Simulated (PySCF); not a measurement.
## Löwdin shares of the frontier orbitals

Species: trimethylethoxysilane, C₅H₁₄OSi.
Z-matrix (Å and degrees, GFN2-xTB geometry), rows numbered from 1:
```
C 
C   1  1.5212
O   2  1.4017  1  109.44
Si  3  1.6338  2  129.31  1   179.97
C   4  1.9109  3  111.60  2   -60.59
C   4  1.8963  3  102.01  2   179.90
C   4  1.9109  3  111.62  2    60.36
H   1  1.0866  2  109.90  3   -59.65
H   1  1.0866  2  110.10  3   179.98
H   1  1.0866  2  109.84  3    59.67
H   2  1.0968  1  110.19  3   120.50
H   2  1.0968  1  110.11  3  -120.46
H   5  1.0866  4  111.13  3   -55.62
H   5  1.0873  4  111.45  3    64.21
H   5  1.0852  4  111.83  3  -175.70
H   6  1.0846  4  111.42  3    60.04
H   6  1.0843  4  110.55  3   179.92
H   6  1.0846  4  111.48  3   -60.17
H   7  1.0852  4  111.83  3   175.70
H   7  1.0872  4  111.46  3   -64.21
H   7  1.0866  4  111.12  3    55.62
```

Method: PySCF 2.14.0, density-fitted response routines, TDDFT PBE0/def2-SVPD, vertical, gas phase, core orbitals frozen in the response.

Frontier orbitals with the atoms that hold most of them (Löwdin shares over 4%, at most four atoms; ? is withheld):

```csv
orbital,ε (eV),atoms
LUMO+2,1.38,"O3 11%, C6 11%, C1 8%, H20 6%"
LUMO+1,1.18,"C1 21%, H9 12%, C2 11%, C6 7%"
LUMO,0.52,?
HOMO,?,"O3 39%, C5 13%, C7 12%, Si4 10%"
HOMO-1,-8.04,?
HOMO-2,-8.83,"O3 16%, C5 14%, C7 14%, Si4 12%"
HOMO-3,-8.95,"O3 26%, C6 18%, Si4 12%, C2 12%"
```

**Question.** Which atoms hold the HOMO-1, and with what shares?

**Answer.** O3 (bonded to C and Si) 26%; C6 (bonded to Si and 3 H) 20%; Si4 (bonded to 3 C and O) 14%; C7 (bonded to Si and 3 H) 8%. By element: carbon 28% or more, oxygen 26%, silicon 14%.

**Question.** Give the leading atoms of the LUMO.

**Answer.** Si4 (bonded to 3 C and O) 15%; C5 (bonded to Si and 3 H) 10%; C7 (bonded to Si and 3 H) 10%; C2 (bonded to C, O and 2 H) 7%. By element: carbon 26% or more, silicon 15%.

**Question.** What is the HOMO energy, and the HOMO–LUMO gap?

**Answer.** ε(HOMO) = -7.59 eV; the gap is 8.11 eV (0.2982 hartree).

**Question.** The HOMO–LUMO gap is 8.11 eV. Where does the response calculation put the lowest singlet, and from which orbitals?

**Answer.** S1 is at 7.03 eV (f = 0.014), 1.08 eV below the gap, made of HOMO→LUMO (97%). 

**Question.** Give energy, strength and leading configuration of S1, S2 and S3, and follow the Löwdin shares of the leading atoms from the occupied to the empty orbital.

**Answer.** 
- S1 (7.03 eV, f 0.014), HOMO→LUMO (97%): O3 39% → at most 8%, C5 13% → 10%, Si4 10% → 15%
- S2 (7.51 eV, f 0.030), HOMO-1→LUMO (96%): O3 26% → at most 8%, C6 20% → at most 8%, Si4 14% → 15%, C5 at most 9% → 10%
- S3 (7.77 eV, f 0.026), HOMO→LUMO+1 (89%): O3 39% → at most 8%, C5 13% → at most 8%, C1 at most 11% → 21%, H9 at most 11% → 12%

Löwdin shares depend on the basis, the more so with diffuse functions.

Time: 94 s wall (with the writing of density and orbital grids); peak memory 1.1 GiB. Hardware: one thread, Arm Neoverse N1 (aarch64) (shared host).

One conformer stands for the species.

Without π bonds the low states may be Rydberg-like; a valence basis with one diffuse set may place them up to an eV too high.
